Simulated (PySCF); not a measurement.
## Circular dichroism: `[Si@H](C#C)(CCl)P[SiH3]`, C₃H₈ClPSi₂

Molfile (atoms numbered from 1):
```
C3H8ClPSi2
     RDKit          3D

 15 14  0  0  0  0  0  0  0  0999 V2000
   -2.2189   -1.9735    0.2215 C   0  0  0  0  0  0  0  0  0  0  0  0
   -1.7314   -0.9496   -0.1807 C   0  0  0  0  0  0  0  0  0  0  0  0
   -0.8687    0.5616   -0.8245 Si  0  0  1  0  0  4  0  0  0  0  0  0
   -0.8421    1.8232    0.6310 C   0  0  0  0  0  0  0  0  0  0  0  0
    0.8281    2.3718    0.9219 Cl  0  0  0  0  0  0  0  0  0  0  0  0
    1.2674    0.3331   -1.4228 P   0  0  0  0  0  0  0  0  0  0  0  0
    2.2018   -0.7565    0.2971 Si  0  0  0  0  0  4  0  0  0  0  0  0
   -2.6683   -2.8557    0.5792 H   0  0  0  0  0  0  0  0  0  0  0  0
   -1.6532    1.0945   -1.9457 H   0  0  0  0  0  0  0  0  0  0  0  0
   -1.4324    2.7088    0.4134 H   0  0  0  0  0  0  0  0  0  0  0  0
   -1.2002    1.3917    1.5623 H   0  0  0  0  0  0  0  0  0  0  0  0
    1.0383   -0.7797   -2.2121 H   0  0  0  0  0  0  0  0  0  0  0  0
    2.8563   -1.9478   -0.2458 H   0  0  0  0  0  0  0  0  0  0  0  0
    3.1909    0.1515    0.8710 H   0  0  0  0  0  0  0  0  0  0  0  0
    1.2280   -1.1655    1.3122 H   0  0  0  0  0  0  0  0  0  0  0  0
  1  2  3  0
  2  3  1  0
  3  4  1  0
  4  5  1  0
  3  6  1  0
  6  7  1  0
  1  8  1  0
  3  9  1  6
  4 10  1  0
  4 11  1  0
  6 12  1  0
  7 13  1  0
  7 14  1  0
  7 15  1  0
M  END
```

Level of theory: TDDFT PBE0/def2-SVPD circular dichroism and optical rotation, one conformer, gas phase (PySCF 2.14.0). Geometry: GFN2-xTB.

The molecule is flexible and this is one conformer; a measurement averages over conformers.

**Question.** Assign R or S to each stereocentre.

**Answer.** Si3 S.

**Question.** Which excitations and rotatory strengths does the calculation give?

**Answer.** Rotatory strengths R in 10⁻⁴⁰ esu² cm², velocity form and length form (origin at the centre of mass); f in length form.
| state | E (eV) | λ (nm) | f | R (velocity) | R (length) | main |
| --- | --- | --- | --- | --- | --- | --- |
| 1 | 5.21 | 238 | 0.067 | -12.5 | -13.1 | HOMO→LUMO 0.94 |
| 2 | 5.70 | 217 | 0.006 | +13.9 | +13.6 | HOMO→LUMO+1 0.71, HOMO−1→LUMO 0.13 |
| 3 | 5.82 | 213 | 0.009 | -13.2 | -13.2 | HOMO−1→LUMO 0.59, HOMO→LUMO+1 0.21 |
| 4 | 6.13 | 202 | 0.031 | -11.6 | -11.0 | HOMO−2→LUMO 0.45, HOMO−1→LUMO+1 0.10 |
| 5 | 6.17 | 201 | 0.021 | +23.8 | +23.4 | HOMO→LUMO+2 0.67, HOMO−2→LUMO 0.15 |
| 6 | 6.29 | 197 | 0.025 | +8.6 | +7.3 | HOMO→LUMO+3 0.47, HOMO→LUMO+2 0.12 |
| 7 | 6.40 | 194 | 0.009 | -43.4 | -40.9 | HOMO−3→LUMO 0.30, HOMO→LUMO+3 0.19 |
| 8 | 6.51 | 191 | 0.0004 | -0.4 | -0.4 | HOMO−2→LUMO+1 0.43, HOMO−3→LUMO 0.10 |

Among the states computed, the strongest CD band (largest |R|) is state 7. The largest dissymmetry factor in size, g = 4R/(D+G), with D and G the electric and magnetic dipole strengths, is -0.041 for state 7 (velocity form, f = 0.010), among bands with |R| over 0.5. The mirror image has the same energies and oscillator strengths and all R with the opposite sign.
